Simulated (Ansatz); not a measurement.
Cl2H2InN, SMILES `[NH2][In]([Cl])[Cl]`, charge 0, multiplicity 1.

**Question.** Give a relaxed structure at PBE0-D4/def2-TZVP (the Gaussian-basis code of Ansatz). (An estimate is asked.)

**Answer.** Ansatz gave: 
Z-matrix (Å, degrees):
```
N
In 1 2.000
H 1 1.010 2 115.7
H 1 1.010 2 115.7 3 -130.4
Cl 2 2.308 1 121.4 3 158.6
Cl 2 2.308 1 121.4 3 -28.1
```
Point group Cs.
